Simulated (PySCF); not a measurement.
**Radial density of O(2+) (oxygen, charge +2)**

UHF, [He] 2s2 2p2, high-spin 3P determinant. Computed with PySCF 2.14 in def2-SVP (3s2p1d, 14 functions), with the non-relativistic Hamiltonian (point nucleus).

```tsv
r (bohr)	4πr²ρ (e/bohr)	4πr²(ρα − ρβ)
0.00336	0.04028	0.0001
0.00566	0.1124	0.0003
0.00951	0.3062	0.0008
0.0160	0.7900	0.0021
0.0269	1.861	0.0048
0.0453	3.953	0.0105
0.0762	6.838	0.0231
0.128	8.627	0.0729
0.215	6.458	0.3021
0.362	3.029	0.9301
0.610	3.413	1.8573
1.03	3.437	1.5791
1.72	0.8272	0.3496
2.90	0.04086	0.0212
4.88	5.393e-05	0.0000
```
